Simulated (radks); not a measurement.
Results of a calculation; reference values are marked as such.
The scandium ion Sc11+ is in [Ne]. Level of theory: non-relativistic Kohn-Sham, PBE, spin-polarised, spherical densities, point nucleus (a radial shooting solver on a logarithmic mesh with Libxc functionals). Open shells are filled with parallel spins first. One electron is removed from 2p, 2s, 1s in turn, with full relaxation. Which removal costs least, and what does each cost?

Answer. 2p 686.55 eV; 2s 761.76 eV; 1s 4766.6 eV. The 2p electron leaves first.
